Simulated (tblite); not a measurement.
Give a GFN2-xTB geometry of `[CH2+][CH]/C=C/COC=O` [radical]. (Charge +1 and doublet state.)

```xyz
16
C6H8O2 angstrom
C      3.0088   -1.2538   -0.1420
C      2.2717   -0.1236    0.0281
C      0.8562   -0.1310    0.0311
C      0.1125    1.0093    0.2047
C     -1.3419    1.0555    0.2335
O     -1.9649   -0.1542   -0.1818
C     -3.0099   -0.5030    0.5534
O     -3.3419    0.0589    1.5543
H      2.5442   -2.2160   -0.2970
H      4.0866   -1.2268   -0.1301
H      2.7716    0.8262    0.1722
H      0.3467   -1.0759   -0.1156
H      0.6118    1.9632    0.3272
H     -1.7332    1.2623    1.2649
H     -1.7147    1.8998   -0.3691
H     -3.5114   -1.3818    0.1224
```

Any rigid rotation of these coordinates is as good. Atoms count from 1 in this order. C4 (carbon bonded to 2 C and H) is planar (angles 124.8°, 119.7° and 115.5°, sum 360.0°, 0.00 Å off the plane of its three neighbours). C1 (carbon bonded to C and 2 H) is planar (angles 121.7°, 121.3° and 117.0°, sum 360.0°, 0.00 Å off the plane of its three neighbours). The 3 C–O bonds span 1.195 Å (C7=O8, drawn double) to 1.423 Å (C5–O6, drawn single), a spread of 0.228 Å. C3 (carbon bonded to 2 C and H) is planar (angles 122.5°, 119.1° and 118.3°, sum 360.0°, 0.00 Å off the plane of its three neighbours).

Bonds between heavy atoms (Å): C1–C2 1.360, C2–C3 1.416, C3=C4 1.372, C4–C5 1.455, C5–O6 1.423, O6–C7 1.324, C7=O8 1.195.

Structure optimised with GFN2-xTB, isolated species. This method treats the open shell by occupation alone, without spin polarisation.

Point group: C1 (no symmetry element, even within 0.4 Å). Its GFN2-xTB frequencies are all real (lowest 41 cm⁻¹). Torsions: H–C1–C2–C3 1° and -179°, C1–C2–C3–C4 180°, C3–C4–C5–O6 -11°, C4–C5–O6–C7 139°, C5–O6–C7–O8 -7°.

Hardware: an Arm Neoverse V2 with one thread, on a shared host. Cost: 0.64 s. This is the geometry optimisation.

One conformer stands for the species.

These are computed values.
